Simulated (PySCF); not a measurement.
## GeSCl₂, singlet: computed properties

Computed with PBE0 in PySCF with Ge def2-TZVP, S def2-TZVP, Cl def2-TZVP; no relativity; density-fitted integrals.

The structure is a minimum.

* Point group: C2v
* Bond lengths: Ge–Cl 2.118 Å (×2), Ge–S 2.009 Å
* Bond angles: Cl–Ge–Cl 104.9°, Cl–Ge–S 127.6° (×2)
* Atomisation energy without zero-point energy: 1074 kJ/mol
* Rotational symmetry number: 2
* Entropy at 298.15 K and 1 bar: 328.6 J/(mol K)
* Dipole moment: 1.37 D
* Lowest empty level: -2.58 eV
* Enthalpy at 298.15 K above 0 K: 16.87 kJ/mol
* Principal quadrupole moments (Buckingham, traceless) about the centre of mass: -3.34, -0.20, 3.55 D Å
* Zero-point energy: 11.4 kJ/mol
* Highest occupied level: -7.76 eV
* Principal polarisabilities: 44.8, 73.2, 95.5 bohr³
* Heat capacity Cp at 298.15 K: 73.2 J/(mol K)
* Rotational constants: 0.08552, 0.06972, 0.03841 cm⁻¹

Harmonic modes (masses in u: Ge 73.921, S 31.972, Cl 34.969):
| symmetry | ω (cm⁻¹) | IR (km/mol) | μ (u) | type |
| --- | --- | --- | --- | --- |
| b1 | 147 | 5.3 | 48.76 | bend |
| b2 | 148 | 7.8 | 37.28 | bend |
| a1 | 160 | 3.7 | 37.52 | bend |
| a1 | 410 | 19.1 | 35.34 | stretch |
| b2 | 448 | 91.2 | 43.53 | stretch |
| a1 | 596 | 78.5 | 41.15 | stretch |

In C2v the vibrations span b1 + 2b2 + 3a1. Here b1 is antisymmetric to the molecular plane and b2 lies in it.

Charges (e):
```tsv
atom	Mulliken	Löwdin	polar tensor	Mayer order to Ge1
Ge1	0.72	-0.39	1.47	–
S2	-0.30	0.03	-0.48	2.04
Cl3,4	-0.21	0.18	-0.49	1.09
```

Mulliken populations on Ge1: s 7.15, p 13.67, d 10.39, f 0.06.

Counting electrons, germanium keeps none of its valence electrons outside its bonds, so the VSEPR class is AX3 and the expected shape is trigonal planar; with unlike ligands the computed point group is C2v.

Only a few start shapes were tried, so a lower isomer may exist.

The final relaxation and frequency run took about 9 core-minutes on a shared host.
